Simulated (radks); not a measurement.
Results of a calculation; reference values are marked as such.
The lead anion Pb- inside a hard spherical wall (all orbitals vanish at R), configuration held at [Hg] 6p3 and not refilled when levels cross. Level of theory: scalar-relativistic Kohn-Sham, PBE, spin-unpolarised, spherical densities, finite nucleus; Fermi nuclear charge, rms radius 5.5012 fm (a radial shooting solver on a logarithmic mesh with Libxc functionals). Eigenvalues in eV, with the zero of energy where the potential of the charges vanishes at infinity; a dash marks a level that is unbound or too diffuse for the functional's potential to be trusted. A positive occupied level is held by the wall or, in an anion where self-interaction has pushed it up, behind a barrier. The pressure on the wall is -dE/dV.

| R (bohr) | E (hartree) | kinetic (hartree) | e(5p) | e(5d) | e(6s) | e(6p) | e(7s, empty) | e(6d, empty) | pressure (GPa) |
|---|---|---|---|---|---|---|---|---|---|
| 15 | -20876.0941 | 23578.176 | -80.307 | -15.645 | -6.642 | 1.283 | 2.412 | 3.518 | 0.00554 |
| 8 | -20876.0573 | 23578.306 | -78.507 | -13.855 | -5.063 | 2.758 | 6.541 | 8.124 | 0.857 |
| 6 | -20875.9436 | 23578.720 | -76.063 | -11.459 | -3.074 | 5.132 | 13.513 | 13.329 | 7.76 |
| 5 | -20875.7380 | 23579.489 | -73.403 | -8.904 | -0.844 | 8.168 | 22.612 | 19.270 | 31.3 |
| 3.5 | -20874.2116 | 23585.269 | -63.016 | 0.750 | 9.781 | 23.067 | 64.971 | 44.916 | 479 |
| 3 | -20872.2306 | 23592.730 | -54.444 | 8.772 | 20.691 | 37.900 | 103.36 | 67.644 | 1560 |
| 2 | -20851.2956 | 23666.283 | -7.084 | 59.533 | 111.08 | 151.26 | 349.45 | 212.71 | 32300 |
